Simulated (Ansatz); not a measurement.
CH6BBrOSi, SMILES `BO[SiH](C)Br`, relaxed with RKS PBE0-D4/def2-TZVP in the Gaussian-basis code of Ansatz from a PBE-D4/def2-SVP geometry. The force threshold is 0.005 eV/Å; the program also tests the step.

The species carries charge 0 and has multiplicity 1.

Start:

```xyz
11

B    -0.763    1.957   -0.971
O    -0.387    1.119    0.029
Si    0.742   -0.110    0.302
C    -0.189   -1.639    0.827
Br    1.928   -0.533   -1.555
H    -1.668    2.737   -0.728
H    -0.207    1.915   -2.057
H     1.685    0.410    1.340
H    -0.817   -1.412    1.713
H     0.520   -2.449    1.090
H    -0.844   -1.997    0.009
```

```csv
step,energy (eV),largest force (eV/Å),largest move (Å)
1,-81771.8045,0.844,0.000
2,-81771.8596,0.590,0.040
3,-81771.8715,0.113,0.020
4,-81771.8722,0.047,0.007
5,-81771.8724,0.033,0.004
6,-81771.8726,0.020,0.003
7,-81771.8727,0.013,0.005
8,-81771.8727,0.011,0.005
9,-81771.8728,0.003,0.006
```

End:

```xyz
11

B    -0.750    1.937   -0.967
O    -0.376    1.100    0.021
Si    0.715   -0.097    0.303
C    -0.187   -1.622    0.822
Br    1.902   -0.518   -1.528
H    -1.641    2.704   -0.733
H    -0.202    1.899   -2.033
H     1.658    0.403    1.325
H    -0.788   -1.417    1.711
H     0.519   -2.422    1.054
H    -0.850   -1.968    0.025
```

It took 33 s on 4 threads of an Intel Xeon Platinum 8488C on a shared host, with 0.68 GiB of host memory at the peak.
